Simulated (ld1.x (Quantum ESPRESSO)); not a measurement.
What one change does to a pseudopotential (cobalt (Co), TM)

cobalt, norm-conserving Troullier–Martins (Kleinman–Bylander form), made with ld1.x (Quantum ESPRESSO) 7.5 (PBEsol, fully relativistic). Core [Ar], reference 3d7 4s1 4p0 (charge +1). Waves: 4s (bound): rc 2.20 bohr; 4p (bound, empty): rc 2.00 bohr; 3d (bound): rc 1.10 bohr. Local part: all-electron potential smoothed inside 1.60 bohr (lloc = -2). Core correction: a·sin(br)/r model core, default radius (core density twice the valence density).

Open shells are filled in proportion to 2j + 1 (rel_dist='average').

All-electron outer shells of the reference configuration (PBEsol, scalar-relativistic, ld1.x):

| shell | level (eV) | outermost node (bohr) | outermost maximum (bohr) |
| --- | --- | --- | --- |
| 3p | -74.35 | 0.28 | 0.68 |
| 3d | -16.99 | – | 0.66 |
| 4s | -12.76 | 0.96 | 2.21 |
| 4p | -7.42 | 1.04 | 2.73 |

Change: local potential the d channel.

Cutoffs: the cutoffs (Ry, on a coarse ladder) from which the occupation-weighted sum of valence levels, in a spherical-Bessel basis at the reference potential, stays within 10 and 1 mRy of its value at 400 Ry; they do not see the model core or the augmentation charge, which bear on the density cutoff. Errors are all-electron minus pseudo energies relative to the spin-unpolarised reference configuration.

What does the change do?

The potential gets neither clearly harder nor softer (180 Ry and 300 Ry → 180 Ry and 260 Ry); a bound ghost appears in p, s, which as a rule spoils a file; of the 7 tests that both files solve, the error grows in 0 and shrinks in 3 by more than 15 % and 0.3 meV (median size 88.7 → 65.8 meV); the range in which the p1/2 phases agree widens (upper end 1.3 → 2.5); the range in which the p3/2 phases agree widens (upper end 1.1 → 2.3). In the separable form a ghost depends on how the local part lies against the semilocal potential of the channel, so the choice of the local part can create or remove one. In the changed file the local d channel has no projectors, so it cannot carry the spin–orbit splitting, and the file is wrong for that shell.

| quantity | base | changed |
| --- | --- | --- |
| cutoff, loose | 180 Ry | 180 Ry |
| cutoff, tight | 300 Ry | 260 Ry |
| bound ghosts | none | s, p1/2, p3/2 |
| largest miss of a reference level, eV | 0.00 | 0.12 |
| error for 3d7 4s2 4p0, meV [ΔE -9.05 eV] | -5.8 | -5.6 |
| error for 3d7 4s0 4p0, meV [ΔE 16.70 eV] | -20 | -19 |
| error for 3d6 4s0 4p0, meV [ΔE 52.53 eV] | -251 | -192 |
| error for 3d6 4s2 4p0, meV [ΔE 6.17 eV] | -304 | -267 |
| error for 3d7 4s0 4p2, meV [ΔE -0.03 eV] | -1.2 | -1.3 |
| error for 3d8 4s0 4p0, meV [ΔE -2.62 eV] | -200 | -164 |
| error for 3d8 4s1 4p0, meV [ΔE -10.26 eV] | -89 | -66 |
| s: phases at 2.39 bohr within 0.05 rad from the reference energy up to (Ry; the scan ends near 5) | 0.8 | 1.0 |
| p1/2: phases at 2.39 bohr within 0.05 rad from the reference energy up to (Ry; the scan ends near 5) | 1.3 | 2.5 |
| p3/2: phases at 2.39 bohr within 0.05 rad from the reference energy up to (Ry; the scan ends near 5) | 1.1 | 2.3 |
| d3/2: phases at 2.39 bohr within 0.05 rad from the reference energy up to (Ry; the scan ends near 5) | 0.7 | n/a |
| d5/2: phases at 2.39 bohr within 0.05 rad from the reference energy up to (Ry; the scan ends near 5) | 0.7 | 1.3 |

 A true bound ghost makes a file unfit for plane-wave use even where its test errors are small: the radial tests pick states by their node count and pass the ghost by.
